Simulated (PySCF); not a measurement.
PySCF job for C2H4GeN2, SMILES C(/N=[CH]\[GeH3])#N, TDDFT-PBE/def2-SVPD. Geometry optimised at B3LYP-D3(BJ)/def2-SVP. The structure was generated by enumeration; whether it is a known compound was not checked.

```python
import numpy as np
from pyscf import gto, scf, dft, tdscf

mol = gto.M(
    atom='''
    N     2.69225847   -0.89280433   -0.79559052
    C     2.06455964   -0.02726255   -0.33067295
    N     1.47457297    1.03865581    0.21478166
    C     0.21442011    1.11412884    0.44184925
    Ge   -1.19052636   -0.24830723    0.07778093
    H    -0.11600578    2.06236750    0.89801564
    H    -1.81824811   -0.62190238    1.43286504
    H    -2.25074569    0.42695162   -0.81073719
    H    -0.55985525   -1.46374369   -0.61052896
    ''',
    basis='def2-SVPD',
    charge=0,
    spin=0,
    max_memory=1600,
    verbose=4,
)
mf = dft.RKS(mol, xc='pbe').density_fit(auxbasis='def2-universal-jkfit')
mf.grids.level = 3
mf.conv_tol = 1e-9
mf.max_cycle = 100
mf.kernel()
mf.grids = dft.Grids(mol).set(level=1).build(with_non0tab=True)  # coarser grid for the response kernel
td = tdscf.TDDFT(mf)
td.singlet = True
td.nstates = 10
td.conv_tol = 1e-4
td.positive_eig_threshold = 1e-6
td.kernel(x0=td.get_init_guess(mf, 15))
td.analyze()
tt = tdscf.TDA(mf)
tt.singlet = False
tt.nstates = 4
tt.conv_tol = 1e-4
tt.positive_eig_threshold = 1e-6
tt.kernel(x0=tt.get_init_guess(mf, 9))
tt.analyze(verbose=3)
```

It prints:

```
PySCF version 2.14.0

[INPUT] verbose = 4
[INPUT] num. atoms = 9
[INPUT] num. electrons = 62
[INPUT] charge = 0
[INPUT] spin (= nelec alpha-beta = 2S) = 0
[INPUT] symmetry False subgroup None
[INPUT] Mole.unit = angstrom
[INPUT] Symbol           X                Y                Z      unit          X                Y                Z       unit  Magmom
[INPUT]  1 N      2.692258470000  -0.892804330000  -0.795590520000 AA    5.087631164841  -1.687155666526  -1.503448190100 Bohr   0.0
[INPUT]  2 C      2.064559640000  -0.027262550000  -0.330672950000 AA    3.901452287431  -0.051518752957  -0.624881312302 Bohr   0.0
[INPUT]  3 N      1.474572970000   1.038655810000   0.214781660000 AA    2.786539063986   1.962775018588   0.405878513979 Bohr   0.0
[INPUT]  4 C      0.214420110000   1.114128840000   0.441849250000 AA    0.405195283499   2.105398375079   0.834974070844 Bohr   0.0
[INPUT]  5 Ge    -1.190526360000  -0.248307230000   0.077780930000 AA   -2.249768764475  -0.469232659449   0.146984655414 Bohr   0.0
[INPUT]  6 H     -0.116005780000   2.062367500000   0.898015640000 AA   -0.219219153067   3.897309743204   1.697003615176 Bohr   0.0
[INPUT]  7 H     -1.818248110000  -0.621902380000   1.432865040000 AA   -3.435990954408  -1.175225174415   2.707722499064 Bohr   0.0
[INPUT]  8 H     -2.250745690000   0.426951620000  -0.810737190000 AA   -4.253292930145   0.806821630239  -1.532071248099 Bohr   0.0
[INPUT]  9 H     -0.559855250000  -1.463743690000  -0.610528960000 AA   -1.057973091900  -2.766074690660  -1.153732525516 Bohr   0.0

nuclear repulsion = 287.975053781807
number of shells = 62
number of NR pGTOs = 240
number of NR cGTOs = 150
basis = def2-SVPD
ecp = {}


[settings echo left out]
init E= -2263.9485498362
  HOMO = -0.278532120243904  LUMO = -0.146337209564716  gap/eV = 3.59721
cycle= 1 E= -2264.05384364478  delta_E= -0.105  |g|= 0.672  |ddm|= 4.57
  HOMO = -0.18137764267254  LUMO = -0.123340221746601  gap/eV = 1.57928
cycle= 2 E= -2263.5003635791  delta_E= 0.553  |g|= 1.58  |ddm|= 2.51
  HOMO = -0.229567007762647  LUMO = -0.110421380422924  gap/eV = 3.24212
cycle= 3 E= -2264.05501441458  delta_E= -0.555  |g|= 0.565  |ddm|= 2.17
  HOMO = -0.245723679498898  LUMO = -0.131290106708586  gap/eV = 3.11390
cycle= 4 E= -2264.12857127775  delta_E= -0.0736  |g|= 0.0527  |ddm|= 0.588
  HOMO = -0.241928360160955  LUMO = -0.131491452418331  gap/eV = 3.00514
cycle= 5 E= -2264.12768932623  delta_E= 0.000882  |g|= 0.0846  |ddm|= 0.176
  HOMO = -0.245768718682459  LUMO = -0.13227211912014  gap/eV = 3.08840
cycle= 6 E= -2264.12934084817  delta_E= -0.00165  |g|= 0.0128  |ddm|= 0.116
  HOMO = -0.245738628810427  LUMO = -0.132847467040952  gap/eV = 3.07192
cycle= 7 E= -2264.12938499213  delta_E= -4.41e-05  |g|= 0.00444  |ddm|= 0.0212
  HOMO = -0.24543726690891  LUMO = -0.13245389778797  gap/eV = 3.07443
cycle= 8 E= -2264.12938998705  delta_E= -4.99e-06  |g|= 0.000797  |ddm|= 0.00747
  HOMO = -0.245423285129386  LUMO = -0.132446605261027  gap/eV = 3.07425
cycle= 9 E= -2264.12939016154  delta_E= -1.74e-07  |g|= 0.000232  |ddm|= 0.00153
  HOMO = -0.245438395447789  LUMO = -0.132464110399602  gap/eV = 3.07419
cycle= 10 E= -2264.12939017286  delta_E= -1.13e-08  |g|= 8.98e-05  |ddm|= 0.000295
  HOMO = -0.24543122177487  LUMO = -0.132458262662318  gap/eV = 3.07415
cycle= 11 E= -2264.12939017531  delta_E= -2.46e-09  |g|= 9.48e-06  |ddm|= 0.00014
  HOMO = -0.245433044483179  LUMO = -0.132459936526126  gap/eV = 3.07415
cycle= 12 E= -2264.12939017533  delta_E= -1.09e-11  |g|= 5.7e-06  |ddm|= 2.59e-05
  HOMO = -0.245432142631308  LUMO = -0.132458765524028  gap/eV = 3.07416
Extra cycle  E= -2264.12939017528  delta_E= 4.64e-11  |g|= 1.47e-05  |ddm|= 2.24e-05
converged SCF energy = -2264.12939017528
tot grids = 37904
Overwritten attributes  positive_eig_threshold  of <class 'pyscf.tdscf.rks.CasidaTDDFT'>


******** <class 'pyscf.tdscf.rks.CasidaTDDFT'> for <class 'pyscf.df.df_jk.DFRKS'> ********
nstates = 10 singlet
deg_eia_thresh = 1.000e-03
wfnsym = None
conv_tol = 0.0001
eigh lindep = 1e-12
eigh level_shift = 0
eigh max_cycle = 100


Excitation energies (eV)
[3.28165996 5.0991999  5.22188683 5.35607614 5.51473088 5.81145073
 5.94986126 6.28710608 6.57835704 6.72229553]

** Singlet excitation energies and oscillator strengths **
Excited State   1:      3.28166 eV    377.81 nm  f=0.0000
      31 -> 32        0.70647
Excited State   2:      5.09920 eV    243.14 nm  f=0.0002
      29 -> 32       -0.69821
Excited State   3:      5.22189 eV    237.43 nm  f=0.1390
      25 -> 32       -0.12758
      26 -> 32        0.17050
      30 -> 32       -0.62987
      31 -> 33        0.20401
Excited State   4:      5.35608 eV    231.48 nm  f=0.0054
      27 -> 32        0.23689
      28 -> 32        0.65754
Excited State   5:      5.51473 eV    224.82 nm  f=0.0001
      27 -> 32       -0.66509
      28 -> 32        0.23208
Excited State   6:      5.81145 eV    213.34 nm  f=0.0150
      26 -> 32       -0.65095
      30 -> 32       -0.12807
      31 -> 33        0.14291
      31 -> 34       -0.13864
Excited State   7:      5.94986 eV    208.38 nm  f=0.0180
      26 -> 32        0.14781
      30 -> 32        0.15020
      31 -> 33        0.54626
      31 -> 34       -0.37481
Excited State   8:      6.28711 eV    197.20 nm  f=0.2290
      30 -> 32       -0.13355
      31 -> 33       -0.34762
      31 -> 34       -0.56830
Excited State   9:      6.57836 eV    188.47 nm  f=0.0316
      31 -> 35       -0.69466
Excited State  10:      6.72230 eV    184.44 nm  f=0.0013
      31 -> 36       -0.69992

** Transition electric dipole moments (AU) **
state          X           Y           Z        Dip. S.      Osc.
  1        -0.0003     -0.0001      0.0009      0.0000      0.0000
  2        -0.0229      0.0143     -0.0229      0.0013      0.0002
  3         0.9646     -0.2789     -0.2795      1.0864      0.1390
  4         0.0361     -0.0860      0.1795      0.0409      0.0054
  5         0.0011     -0.0044      0.0263      0.0007      0.0001
  6        -0.1071     -0.2930     -0.0907      0.1055      0.0150
  7        -0.3182      0.1155      0.0957      0.1238      0.0180
  8         1.1923      0.2389     -0.0891      1.4865      0.2290
  9        -0.3968     -0.1947     -0.0266      0.1960      0.0316
 10         0.0187     -0.0392      0.0768      0.0078      0.0013

** Transition velocity dipole moments (imaginary part, AU) **
state          X           Y           Z        Dip. S.      Osc.
  1        -0.0005      0.0011     -0.0026      0.0000      0.0000
  2        -0.0044      0.0031     -0.0054      0.0001      0.0002
  3         0.1828     -0.0526     -0.0528      0.0390      0.1354
  4         0.0075     -0.0180      0.0378      0.0018      0.0061
  5         0.0006     -0.0019      0.0077      0.0001      0.0002
  6        -0.0223     -0.0620     -0.0193      0.0047      0.0147
  7        -0.0676      0.0252      0.0206      0.0056      0.0172
  8         0.2784      0.0565     -0.0205      0.0811      0.2340
  9        -0.0966     -0.0491     -0.0073      0.0118      0.0326
 10         0.0047     -0.0100      0.0191      0.0005      0.0013

** Transition magnetic dipole moments (imaginary part, AU) **
state          X           Y           Z
  1         0.8992     -0.6149     -0.3979
  2         0.0297     -0.1957     -0.1140
  3         0.1229     -0.3429      0.8024
  4         0.4111      0.2006      0.0199
  5         0.5724      0.1932     -0.0068
  6         0.0117     -0.0593      0.1261
  7        -0.0299      0.0833     -0.2029
  8         0.1928     -0.5246      1.2160
  9        -0.0236      0.0519     -0.1426
 10        -0.1822      0.1602      0.1499
Overwritten attributes  positive_eig_threshold  of <class 'pyscf.tdscf.rks.TDA'>


******** <class 'pyscf.tdscf.rks.TDA'> for <class 'pyscf.df.df_jk.DFRKS'> ********
nstates = 4 triplet
deg_eia_thresh = 1.000e-03
wfnsym = None
conv_tol = 0.0001
eigh lindep = 1e-12
eigh level_shift = 0
eigh max_cycle = 100


Excitation energies (eV)
[2.77855973 3.59863602 4.71099187 4.96335105]

** Triplet excitation energies and oscillator strengths **
Excited State   1:      2.77856 eV    446.22 nm  f=0.0000
Excited State   2:      3.59864 eV    344.53 nm  f=0.0000
Excited State   3:      4.71099 eV    263.18 nm  f=0.0000
Excited State   4:      4.96335 eV    249.80 nm  f=0.0000
```

The calculation finished and met its thresholds.

Cost: around 60 core-seconds (rough).
